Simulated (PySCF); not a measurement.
BBr2, SMILES Br[B-]Br (connectivity only; charge and spin as stated), charge -1, multiplicity 1. Geometry: PBE-D3(BJ)/def2-SVPD.

All values below come from PBE-D3(BJ)/def2-SVPD (PySCF 2.14.0).

Harmonic wavenumbers (cm⁻¹): 131, 394, 428. Rotational constants (GHz): 29.19, 1.132, 1.090; symmetry number 2.

Question: Work out the zero-point energy and the ideal-gas rigid-rotor harmonic-oscillator thermochemistry at 298.15 K and 1 atm.

Answer: ZPE = ½ Σ hcν = ½ × 953 cm⁻¹ = 5.70 kJ/mol. H − E(el) = 18.96 kJ/mol. Entropy in J/(mol K): translation 172.84, rotation 105.50, vibration 20.02, total 298.36. G − E(el) = -69.99 kJ/mol. Cp = 53.41 J/(mol K). Modes under 150 cm⁻¹ make the vibrational entropy uncertain.
